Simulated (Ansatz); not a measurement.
Harmonic frequencies (cm⁻¹) at PBE0-D4/def2-TZVP from Ansatz: 64, 155, 212, 284, 394, 494, 513, 650, 777, 811, 835, 941, 1164, 1329, 1480, 1994, 3111, 3191.

Each molecule was computed in one conformer, which needn't be the lowest.

Which molecule is it?
A. `[AlH2][O][SiH2]S`
B. `FC[S][AlH][F]`
C. `CN=C(Cl)Cl`
D. `C[S][Al]([F])[F]`

B.
